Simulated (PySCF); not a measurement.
```xyz
3
charge 1 multiplicity 2, angstrom
Ge    0.0000    0.0000    0.0000
Cl    0.0000    0.0000    2.1393
Cl    0.0000    0.0000   -2.1393
```

All numbers come from PySCF, UPBE0, basis Ge def2-TZVP, Cl def2-TZVP (no relativity, density fitting).

This geometry of [GeCl2]+ is a stationary point at this level.

Question: What is the point group?

Answer: D∞h.

Question: Is it a minimum?

Answer: No: it has 2 imaginary modes (one degenerate set), at 175i cm⁻¹ (πu).

Question: List the harmonic modes with their infrared intensities.

Answer: 
```tsv
symmetry	ω (cm⁻¹)	IR (km/mol, summed over degenerate members)
πu	175i	–
σg+	353	0.0
σu+	398	104
```

Question: What are the dipole moment and the gap between the highest occupied and lowest empty levels of either spin?

Answer: 0.00 D about the centre of mass and 2.75 eV.

Question: Give the atomic charges and bond orders.

Answer: 
```json
{"atom": "Ge1", "Mulliken": "0.97", "Löwdin": "0.34", "polar tensor": "1.20", "spin (Mulliken)": "0.35", "Mayer order to Ge1": "–"}
{"atom": "Cl2,3", "Mulliken": "0.01", "Löwdin": "0.33", "polar tensor": "-0.10", "spin (Mulliken)": "0.32", "Mayer order to Ge1": "1.32"}
```

In D∞h the vibrations span πu + σg+ + σu+. The σg+ mode carries no infrared intensity, as symmetry demands. With a centre of inversion only u modes can be infrared active and only g modes Raman active.

This need not be the most stable arrangement of these atoms. At this level a doublet minimum of C2v symmetry lies 73 kJ/mol below this structure.
